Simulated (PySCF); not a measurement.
## EPR parameters of C7H6FO

C₇H₆FO (doublet state).
Atom-mapped SMILES: `[O:1]=[CH:2][C:3]1=[CH:4][CH:5][CH2:6][CH:7]=[C:8]1[F:9]` (hydrogens: H10 on C2; H11 on C4; H12 on C5; H13, H14 on C6; H15 on C7)

Structure used (GFN2-xTB), in Å, numbered top down from 1:
```xyz
15
C7H6FO angstrom
O      2.959   -1.494   -0.368
C      2.453   -0.412   -0.146
C      1.029   -0.175   -0.063
C      0.106   -1.241   -0.243
C     -1.228   -1.055   -0.170
C     -1.834    0.275    0.101
C     -0.835    1.359    0.279
C      0.489    1.111    0.198
F      1.349    2.137    0.372
H      3.077    0.485    0.011
H      0.530   -2.214   -0.441
H     -1.910   -1.880   -0.309
H     -2.525    0.540   -0.714
H     -2.475    0.214    0.993
H     -1.190    2.358    0.478
```

The hyperfine couplings belong to this conformer and change with its torsions.

Level of theory: UKS B3LYP, pcH-1 on C F H O, non-relativistic, mean-field spin-orbit, GIAO in PySCF 2.14.0. Geometry: GFN2-xTB, one conformer, isolated molecule. The geometry wasn't refined by DFT: couplings that depend on bond lengths, twists or pyramidal angles can differ widely from those at the functional's own minimum. The SCF solution wasn't tested for stability. ⟨S²⟩ is 0.778 where a pure state has 0.75.

* g1, g2, g3: 2.00212, 2.00373, 2.00566
* g_iso: 2.00384
* Form of g: rhombic: the two nearest values differ by 46 % of g3 − g1
* ⟨S²⟩: 0.7781 (exact 0.7500)
* HOMO–LUMO gap, α and β orbitals: 4.93, 3.46 eV
* Total energy: -445.38981 Eh

Isotropic coupling and dipolar principal values T1 to T3, in mT; ρ(0) is the spin density at the nucleus (MHz turned into mT with g_iso):

| atom | isotope | a_iso | T1 | T2 | T3 | Mulliken spin population | ρ(0) (bohr⁻³) |
| --- | --- | --- | --- | --- | --- | --- | --- |
| O1 | 17O | -0.49 | -2.21 | 1.10 | 1.11 | 0.20 | 0.0227 |
| C2 | 13C | -0.82 | -0.21 | 0.03 | 0.18 | -0.06 | -0.0204 |
| C3 | 13C | 1.41 | -1.32 | -1.25 | 2.57 | 0.46 | 0.0351 |
| C4 | 13C | -1.00 | -0.59 | 0.24 | 0.35 | -0.14 | -0.0250 |
| C5 | 13C | 0.96 | -0.91 | -0.86 | 1.76 | 0.32 | 0.0240 |
| C6 | 13C | -0.97 | -0.06 | -0.03 | 0.09 | -0.07 | -0.0243 |
| C7 | 13C | 1.09 | -1.06 | -1.01 | 2.07 | 0.37 | 0.0273 |
| C8 | 13C | -1.30 | -0.73 | 0.32 | 0.41 | -0.15 | -0.0324 |
| F9 | 19F | -0.77 | -2.01 | 0.77 | 1.24 | -0.01 | -0.0051 |
| H10 | 1H | -0.07 | -0.11 | -0.07 | 0.17 | 0.00 | -0.0004 |
| H11 | 1H | 0.25 | -0.14 | -0.04 | 0.18 | 0.00 | 0.0016 |
| H12 | 1H | -0.75 | -0.42 | -0.05 | 0.47 | -0.01 | -0.0047 |
| H13 | 1H | 4.80 | -0.13 | -0.03 | 0.16 | 0.05 | 0.0301 |
| H14 | 1H | 4.83 | -0.13 | -0.03 | 0.16 | 0.05 | 0.0303 |
| H15 | 1H | -0.86 | -0.50 | -0.04 | 0.54 | -0.02 | -0.0054 |

Largest spin populations (Mulliken): C3 (+0.46), C7 (+0.37), C5 (+0.32) and O1 (+0.20). Four atoms exceed +0.15. The positive populations add up to 1.46 and the negative ones to -0.46, together 2S = 1.

The SMILES `O=CC1=C[CH]CC=C1F` draws the unpaired electron on C5, whose computed spin population is only +0.32.

Axes: g2 points within 12° of the C6–C7 bond and g3 points within 12° of the C5–C6 bond.

Under fast tumbling the dipolar parts average out, and these isotropic splittings remain: 2 × 1H (H13/H14, I = 1/2, 3 lines) with 4.82 mT, 1 × 1H (H15, I = 1/2, 2 lines) with 0.86 mT, 1 × 19F (F9, I = 1/2, 2 lines) with 0.77 mT, 1 × 1H (H12, I = 1/2, 2 lines) with 0.75 mT, 1 × 1H (H11, I = 1/2, 2 lines) with 0.25 mT and 1 × 1H (H10, I = 1/2, 2 lines) with 0.07 mT.

Nuclei that the bonding pattern makes equivalent are averaged, as if the motion that swaps them (rotation, inversion, ring flip) were fast.

The 17O coupling of O1 (-13.8 MHz) shows only in satellite lines or after enrichment, since that isotope makes up about 0.038 % of natural oxygen.

The 13C coupling of C3 (39.4 MHz) shows only in satellite lines or after enrichment, since that isotope makes up about 1.07 % of natural carbon.
